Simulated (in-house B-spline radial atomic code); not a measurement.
A radial electron density 4πr²n(r) was computed for an atom or ion in its tabulated ground configuration with a B-spline radial code for spherical atoms; method: Dirac-Kohn-Sham PBEsol, spherical fractional occupations. Columns: r (bohr), 4πr²n(r) (electrons per bohr), bar.

```
0.000577    2.886 #
0.000693    3.883 #
0.000832    5.201 ##
0.000999    6.938 ##
  0.0012    9.214 ###
 0.00144    12.14 ####
 0.00173    15.92 #####
 0.00208    20.72 #######
 0.00249    26.52 #########
 0.00299     33.7 ############
 0.00359    42.19 ##############
 0.00431    51.91 ##################
 0.00518    62.64 #####################
 0.00622     73.7 #########################
 0.00746    84.18 #############################
 0.00896    93.09 ################################
  0.0108     99.2 ##################################
  0.0129    101.3 ###################################
  0.0155     99.5 ##################################
  0.0186    94.91 ################################
  0.0224    90.15 ###############################
  0.0268    89.07 ##############################
  0.0322    94.49 ################################
  0.0387    106.5 ####################################
  0.0464    120.4 #########################################
  0.0558    128.7 ############################################
  0.0669      125 ###########################################
  0.0804    110.8 ######################################
  0.0965    97.05 #################################
   0.116    95.28 #################################
   0.139    105.1 ####################################
   0.167    111.1 ######################################
   0.201    97.23 #################################
   0.241    67.12 #######################
   0.289    38.81 #############
   0.347    23.79 ########
   0.417    17.14 ######
     0.5    10.68 ####
   0.601    4.366 #
   0.721     1.06 
   0.866   0.1368 
    1.04 0.008513 
    1.25 0.0002236 
     1.5 2.156e-06
```

(1) Which atom or ion is it?
A. Hf40+
B. Yb40+
C. Lu40+
D. Hf39+

## Answers

(1) A. The area under the curve, ∫4πr²n dr = ∫r·4πr²n d(ln r) on this logarithmic grid, is 32 electrons, which only this option has. The configuration is [Ar] 3d10 4s2 4p2.
